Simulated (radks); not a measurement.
Question: These are the eigenvalues of the occupied orbitals of an atom or ion with whole-number occupations (hartree). Calculated with a radial shooting solver on a logarithmic mesh with Libxc functionals: non-relativistic Kohn-Sham, PBE, spin-polarised, spherical densities, point nucleus.

1s up: -214.3450
1s down: -214.3449
2s up: -24.14946
2s down: -24.08937
2p up: -20.51021
2p down: -20.46489
3s up: -2.69428
3s down: -2.53207
3p up: -1.68745
3p down: -1.52642
4s up: -0.16035
3d up: -0.14016

Which element is it, and in what charge state? The configuration may be excited. Open shells, if any, are filled with parallel spins first.

Answer: Z = 24, chromium, charge 0: Cr in [Ar] 3d5 4s1. The list shows which subshells hold electrons but not how many an open one holds; the 1s level, -214.35 hartree, gives Z - s = 20.7 by -(Z - s)^2/2, which with screening narrows Z to a few neighbours, and the depths of the outer levels then fix element, charge and occupations together.
